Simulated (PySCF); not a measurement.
Compound: cyclo-(F2SnO)2.
Geometry (PBE0-D3(BJ)/def2-SVP, Å), atoms numbered from 1 in this order:
```
atom  x, y, z in Å
Sn1   -0.6357   -0.4992    1.1980
F2    -1.5746   -2.1418    1.4464
F3    -0.7525    0.3521    2.9017
O4     1.1771   -0.6199    0.3694
Sn5    0.6708    0.4795   -1.2182
F6     0.7826   -0.3801   -2.9178
F7     1.6116    2.1196   -1.4762
O8    -1.1411    0.6041   -0.3871
```

The calculation used PBE0-D3(BJ)/def2-SVP geometry optimisation, gas phase, def2 core potentials past Kr (PySCF 2.14.0).

(1) Which atoms are bound to Sn1, and at what distances?

(2) List the angles at Sn1.

(3) Describe the arrangement about Sn1 in numbers.

(4) Give some angles away from the centre.

(5) What are the rotational constants (commonest isotopes, rigid rotor)?

Results:

(1) 4 atoms: F3 1.908 Å, F2 1.908 Å, O8 1.996 Å, O4 1.997 Å. The nearest atom not counted as bound is Sn5, at 2.92 Å.

(2) 
```
    angle  degrees  distance of the outer atoms (Å)
F2–Sn1–O8    117.0                             3.33
F3–Sn1–O4    116.9                             3.33
F2–Sn1–O4    116.7                             3.32
F3–Sn1–O8    116.5                             3.32
F2–Sn1–F3    103.8                             3.00
O4–Sn1–O8     86.2                             2.73
```

(3) Angles from 86.2° to 117.0°; τ4 = (360° − α − β)/141° = 0.89 with α and β the two widest (0 for a square, 1 for a tetrahedron).

(4) Sn1–O4–Sn5 93.8°, O4–Sn5–F6 116.5°.

(5) A = 2190, B = 460.6, C = 418.0 MHz: a near-prolate asymmetric top.

Point group: D2h (tolerance 0.08 Å). Charge 0, singlet. Stationary, but not proved a minimum.

On Arm Neoverse V2, one thread, shared host, this took 2.1 min wall and 0.51 GiB of memory at its peak. That covers the optimisation of the geometry.

One conformer stands for the species.
